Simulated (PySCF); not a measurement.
CHO2 (SMILES O=C=[OH+]), charge +1, singlet, geometry from GFN2-xTB; CCSD(T)/6-31G** (PySCF).

Input for PySCF:
```python
from pyscf import gto, scf, cc

mol = gto.Mole()
mol.atom = '''
    C    -0.00695796    0.00985104   -0.11037218
    O    -0.02341240   -0.02147629    1.07634088
    O     0.09771270   -0.03387449   -1.21876599
    H    -0.55265466    0.38369998    1.80163397
'''
mol.basis = '6-31g**'
mol.charge = 1
mol.verbose = 4
mol.build()

mf = scf.RHF(mol)
mf.kernel()

mycc = cc.CCSD(mf, frozen=3)
mycc.kernel()
et = mycc.ccsd_t()
print('E(CCSD(T)) = %.10f' % (mycc.e_tot + et))
```

Task: Write the output that PySCF gives for this input, abridged.

Result: 
```
PySCF version 2.14.0

[INPUT] verbose = 4
[INPUT] num. atoms = 4
[INPUT] num. electrons = 22
[INPUT] charge = 1
[INPUT] spin (= nelec alpha-beta = 2S) = 0
[INPUT] symmetry False subgroup None
[INPUT] Mole.unit = angstrom
[INPUT] Symbol           X                Y                Z      unit          X                Y                Z       unit  Magmom
[INPUT]  1 C     -0.006957960000   0.009851040000  -0.110372180000 AA   -0.013148638786   0.018615767642  -0.208573191971 Bohr   0.0
[INPUT]  2 O     -0.023412400000  -0.021476290000   1.076340880000 AA   -0.044243023919  -0.040584306272   2.033989479873 Bohr   0.0
[INPUT]  3 O      0.097712700000  -0.033874490000  -1.218765990000 AA    0.184650241892  -0.064013508709  -2.303133931034 Bohr   0.0
[INPUT]  4 H     -0.552654660000   0.383699980000   1.801633970000 AA   -1.044365948865   0.725087876201   3.404594780013 Bohr   0.0

nuclear repulsion = 66.1524724940168
number of shells = 21
number of NR pGTOs = 88
number of NR cGTOs = 47
basis = 6-31g**
ecp = {}

******** <class 'pyscf.scf.hf.RHF'> ********
method = RHF
initial guess = minao
damping factor = 0
level_shift factor = 0
DIIS = <class 'pyscf.scf.diis.CDIIS'>
diis_start_cycle = 1
diis_space = 8
diis_damp = 0
SCF conv_tol = 1e-09
SCF conv_tol_grad = None
SCF max_cycles = 50
direct_scf = True
direct_scf_tol = 1e-13
Set gradient conv threshold to 3.16228e-05
Initial guess from minao.
init E= -189.029411169159
  HOMO = -0.502434614163949  LUMO = 0.0768480928755286  gap/eV = 15.76309
cycle= 1 E= -187.706262950342  delta_E= 1.32  |g|= 0.779  |ddm|= 2.16
  HOMO = -0.878562388316045  LUMO = -0.199710193136676  gap/eV = 18.47251
cycle= 2 E= -187.790136971486  delta_E= -0.0839  |g|= 0.559  |ddm|= 0.805
  HOMO = -0.892869559923804  LUMO = -0.144820802724474  gap/eV = 20.35544
cycle= 3 E= -187.845108250161  delta_E= -0.055  |g|= 0.0876  |ddm|= 0.339
  HOMO = -0.869837871876661  LUMO = -0.125920234811252  gap/eV = 20.24303
cycle= 4 E= -187.84678165489  delta_E= -0.00167  |g|= 0.0227  |ddm|= 0.0642
  HOMO = -0.87139541834455  LUMO = -0.124696390843697  gap/eV = 20.31872
cycle= 5 E= -187.846924908342  delta_E= -0.000143  |g|= 0.00801  |ddm|= 0.0234
  HOMO = -0.87274423947393  LUMO = -0.125293344358539  gap/eV = 20.33917
cycle= 6 E= -187.846945278259  delta_E= -2.04e-05  |g|= 0.00297  |ddm|= 0.00791
  HOMO = -0.872486454135361  LUMO = -0.125128933191065  gap/eV = 20.33663
cycle= 7 E= -187.846949949324  delta_E= -4.67e-06  |g|= 0.000765  |ddm|= 0.005
  HOMO = -0.87260425618968  LUMO = -0.125109072778592  gap/eV = 20.34038
cycle= 8 E= -187.84695035343  delta_E= -4.04e-07  |g|= 0.00026  |ddm|= 0.00129
  HOMO = -0.872628658438087  LUMO = -0.125088777497644  gap/eV = 20.34160
cycle= 9 E= -187.846950433471  delta_E= -8e-08  |g|= 0.000104  |ddm|= 0.00058
  HOMO = -0.872646143279075  LUMO = -0.125089650956223  gap/eV = 20.34205
cycle= 10 E= -187.846950446649  delta_E= -1.32e-08  |g|= 2.28e-05  |ddm|= 0.00029
  HOMO = -0.872649470743255  LUMO = -0.125090776525879  gap/eV = 20.34211
cycle= 11 E= -187.846950447066  delta_E= -4.17e-10  |g|= 3.31e-06  |ddm|= 5.61e-05
  HOMO = -0.872649322266919  LUMO = -0.125090519780316  gap/eV = 20.34211
Extra cycle  E= -187.84695044707  delta_E= -4.66e-12  |g|= 1.59e-06  |ddm|= 4.47e-06
converged SCF energy = -187.84695044707

******** <class 'pyscf.cc.ccsd.CCSD'> ********
CC2 = 0
CCSD nocc = 8, nmo = 44
frozen orbitals 3
max_cycle = 50
direct = 0
conv_tol = 1e-07
conv_tol_normt = 1e-05
diis_space = 6
diis_start_cycle = 0
diis_start_energy_diff = 1e+09
Init t2, MP2 energy = -188.308288297555  E_corr(MP2) -0.461337850484454
Init E_corr(CCSD) = -0.461337850485384
cycle = 1  E_corr(CCSD) = -0.445644114494714  dE = 0.015693736  norm(t1,t2) = 0.0706585
cycle = 2  E_corr(CCSD) = -0.462981998825619  dE = -0.0173378843  norm(t1,t2) = 0.02459
cycle = 3  E_corr(CCSD) = -0.46151824670446  dE = 0.00146375212  norm(t1,t2) = 0.012774
cycle = 4  E_corr(CCSD) = -0.463587307669079  dE = -0.00206906096  norm(t1,t2) = 0.00440617
cycle = 5  E_corr(CCSD) = -0.463650590334778  dE = -6.32826657e-05  norm(t1,t2) = 0.000577478
cycle = 6  E_corr(CCSD) = -0.46360088310495  dE = 4.97072298e-05  norm(t1,t2) = 0.000223244
cycle = 7  E_corr(CCSD) = -0.463591447299032  dE = 9.43580592e-06  norm(t1,t2) = 5.10336e-05
cycle = 8  E_corr(CCSD) = -0.463595648745387  dE = -4.20144636e-06  norm(t1,t2) = 2.1801e-05
cycle = 9  E_corr(CCSD) = -0.463595513259162  dE = 1.35486225e-07  norm(t1,t2) = 9.19187e-06
cycle = 10  E_corr(CCSD) = -0.463595170704046  dE = 3.42555117e-07  norm(t1,t2) = 2.836e-06
cycle = 11  E_corr(CCSD) = -0.463595158085069  dE = 1.26189768e-08  norm(t1,t2) = 1.15619e-06
CCSD converged
E(CCSD) = -188.3105456051554  E_corr = -0.4635951580850688
CCSD(T) correction = -0.0159991656987226
E(CCSD(T)) = -188.3265447709
```
